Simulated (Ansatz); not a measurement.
Problem. Name a neutral molecule of B, C, Cl, F, Sb and H with size of the dipole moment (ωB97M-V/def2-TZVPP) between 1.65 and 1.95 D and LUMO energy (ωB97M-V/def2-TZVPP) between 0.05 and 0.35 eV (Ansatz, PBE0-D4/def2-TZVP geometry).

Solution. `C[B](F)[SbH][Cl]` (1.75 D, 0.25 eV). Other molecules can fit too; these were computed, each in one conformer that needn't be the lowest.
